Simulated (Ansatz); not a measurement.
One geometry of the cluster Li₃S⁺, several levels of theory.

```yaml
crystal:
  periodic: [false, false, false]
  atoms:
    - {symbol: Li, position_ang: [-0.217346, -2.121801, 0.352783]}
    - {symbol: Li, position_ang: [1.946374, 0.827852, -0.446326]}
    - {symbol: Li, position_ang: [-1.729116, 1.294005, 0.092903]}
    - {symbol: S, position_ang: [0.000088, -0.000056, 0.000650]}
basis:
  gaussian: {orbitals: def2-TZVP, initial_orbitals: start.molden}
total_charge: 1
hamiltonian: {xc: {name: B2PLYP}}
scf: {omitted_lower_state_checks: [starts]}
```

The file start.molden holds the orbitals of an earlier run on this structure, at another level or in another basis.

```sh
$ ansatz run in.yaml --threads 2 --pin off --events-out ev --progress --plain --max-ram 4352MiB
```

It prints (some lines left out):

```
Functional definition: B2PLYP
669 factors; integrals over basis functions are off by at most 9.9e-4 eV
mean field evaluation 1: about -11441.8145 eV, gradient 7.2e0 eV
mean field evaluation 2: about -11441.8331 eV, gradient 2.5e-2 eV
mean field evaluation 4: about -11441.8356 eV, gradient 2.1e-5 eV
mean field evaluation 8: about -11441.8356 eV, gradient 2.0e-6 eV
mean field -11441.83564489 eV, -420.4797043949 hartree, gradient 2.4e-6 eV, S^2 0.000000; 0 other end points of the search recorded, 0 dependent functions left out
5 core orbitals not correlated: weight in the atoms' cores, before any rotation towards them, 1.000 or more for the frozen orbitals, at most 0.000 for the correlated occupied ones
reference -11441.83582043 eV, -420.4797108460 hartree; 7, 7 occupied and 67, 67 virtual orbitals, 669 factors
second order -9.08461007 eV of doubles, -0.00000000 eV of singles
Total energy: -11444.28866515 eV, -420.5698512268 hartree
Checks for a lower state left out: starts
```

It took 1.2 s on 2 threads of Arm Neoverse V1 on a shared host.

The first input with `hamiltonian: {xc: lda}`, `output: {orbitals: {seedname: orbitals}}` (abridged; 0.45 s):

```
Functional definition: SPW92
mean field -11399.67863547 eV, -418.9304628737 hartree, gradient 1.0e-5 eV, S^2 0.000000
Total energy: -11399.67869427 eV, -418.9304650346 hartree
Checks for a lower state left out: starts
```

As the first input, with `hamiltonian: {xc: {name: r2SCANh}, dispersion: d4}`, `output: {orbitals: {seedname: orbitals}}` (abridged; 1.7 s):

```
Functional definition: r2SCANh
mean field -11447.04633186 eV, -420.6711936092 hartree, gradient 1.1e-5 eV, S^2 0.000000
Total energy: -11447.05845929 eV, -420.6716392841 hartree
Checks for a lower state left out: starts
```

First input, but with `hamiltonian: {xc: hf}`, `output: {orbitals: {seedname: orbitals}}` (abridged; 0.25 s):

```
Functional definition: HF
mean field -11425.17395574 eV, -419.8673986123 hartree, gradient 4.6e-5 eV, S^2 0.000000
Total energy: -11425.17395574 eV, -419.8673986123 hartree
Checks for a lower state left out: starts
```

First input, but with `hamiltonian: {xc: pbe}`, `correlation: {method: rpa}` (abridged; 1.2 s):

```
Functional definition: PBE
mean field -11441.49561191 eV, -420.4672084134 hartree, gradient 2.6e-6 eV, S^2 0.000000
5 core orbitals not correlated: weight in the atoms' cores, before any rotation towards them, 1.000 or more for the frozen orbitals, at most 0.000 for the correlated occupied ones
Total energy: -11438.62926292 eV, -420.3618720309 hartree
Checks for a lower state left out: starts
```

First input, but with `hamiltonian: {xc: {name: r2SCAN0}, dispersion: d4}`, `output: {orbitals: {seedname: orbitals}}` (abridged; 1.8 s):

```
Functional definition: r2SCAN0
mean field -11446.96453468 eV, -420.6681876182 hartree, gradient 8.9e-6 eV, S^2 0.000000
Total energy: -11446.97840040 eV, -420.6686971741 hartree
Checks for a lower state left out: starts
```

The first input with `gaussian: {orbitals: STO-3G, initial_orbitals: start.molden}`, `hamiltonian: {xc: hf}`, `output: {orbitals: {seedname: orbitals}}` (abridged; 0.1 s):

```
Functional definition: HF
mean field -11300.00264534 eV, -415.2674377994 hartree, gradient 1.1e-5 eV, S^2 0.000000
Total energy: -11300.00264534 eV, -415.2674377994 hartree
Checks for a lower state left out: starts
```

Geometry: B3LYP-D4/def2-TZVP.

Correlated methods freeze 5 core orbitals; core or outer-core shells of Li are correlated, in sets that lack core-valence functions. The structure comes from a short search, and lower isomers may exist.
